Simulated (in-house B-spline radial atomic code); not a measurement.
Settings and results of a run for W⁶⁺. Method: scalar-relativistic (X2C) Hartree-Fock with fractional occupations, spin-polarised, spherical fractional occupations, Fermi nucleus of rms radius 5.3658 fm. Calculated with a B-spline radial code for spherical atoms.

Command:
```bash
python run_scf.py task.json out
```
Settings (nuclear radius in fm, mass in u):
```
Z                74
configuration    [Xe] 4f14
hamiltonian      x2c
method           hf,
spin_polarised   True
nucleus          fermi
rms_radius       5.3658
atomic_mass      183.95093
speed_of_light   137.035999084
```

Output (hartree, bohr):
```
 radial grid: 67 intervals, B-splines of order 8, outer radius 21.6418 bohr

 iter        energy (Eh)    residual
    1      -16125.167999    5.26e-01
    2      -16127.858223    4.34e-01
    3      -16131.144351    4.36e-02
    4      -16131.162294    1.78e-02
    5      -16131.165131    2.62e-03
    6      -16131.165188    1.71e-04
    7      -16131.165189    1.09e-04
    8      -16131.165189    2.27e-05
    9      -16131.165189    5.02e-06
   10      -16131.165189    1.29e-07

 total energy                    -16131.16519
 kinetic                           18183.6305
 electron-nucleus                 -40133.1109
 Hartree                            6139.7312
 exact exchange                     -321.4160

 orbital      occ     eigenvalue          <r>       <r^2>       <1/r>       r_max
 1s up      1.000     -2571.3003    0.0175388 0.000431197     95.5144     0.01051
 1s down    1.000     -2571.3003    0.0175388 0.000431197     95.5144     0.01051
 2s up      1.000      -451.3031    0.0767063  0.00702407     22.3214     0.06545
 2s down    1.000      -451.3031    0.0767063  0.00702407     22.3214     0.06545
 2p up      3.000      -396.1425    0.0688936  0.00581696     18.6957     0.05331
 2p down    3.000      -396.1425    0.0688936  0.00581696     18.6957     0.05331
 3s up      1.000      -108.3866     0.200067   0.0459157     8.04521      0.1851
 3s down    1.000      -108.3866     0.200067   0.0459157     8.04521      0.1851
 3p up      3.000       -91.6887     0.200217   0.0466038     7.08032      0.1829
 3p down    3.000       -91.6887     0.200217   0.0466038     7.08032      0.1829
 3d up      5.000       -71.8115     0.182353   0.0389924     6.58191      0.1493
 3d down    5.000       -71.8115     0.182353   0.0389924     6.58191      0.1493
 4s up      1.000       -25.7797     0.449878    0.228517     3.30921      0.4213
 4s down    1.000       -25.7797     0.449878    0.228517     3.30921      0.4213
 4p up      3.000       -20.1817     0.476857    0.258692     2.93576      0.4408
 4p down    3.000       -20.1817     0.476857    0.258692     2.93576      0.4408
 4d up      5.000       -12.8257     0.511902    0.303557     2.58745      0.4536
 4d down    5.000       -12.8257     0.511902    0.303557     2.58745      0.4536
 5s up      1.000        -6.1714      1.05961     1.25501     1.27214      0.9659
 5s down    1.000        -6.1714      1.05961     1.25501     1.27214      0.9659
 5p up      3.000        -4.5853      1.19684      1.6063      1.0921       1.077
 5p down    3.000        -4.5853      1.19684      1.6063      1.0921       1.077
 4f up      7.000        -4.6433     0.591565    0.430587     2.10899      0.4313
 4f down    7.000        -4.6433     0.591565    0.430587     2.10899      0.4313
```

Cost of the run: 0.61 s on 1 thread of x86-64 server CPU (shared host).

One-electron X2C: radii and densities carry no picture-change correction, so inner-shell <1/r> comes out high (for 1s by about 2 % at Z = 33, 5 % at 54, 10 % at 75, 30 % at 118) and <r> low.
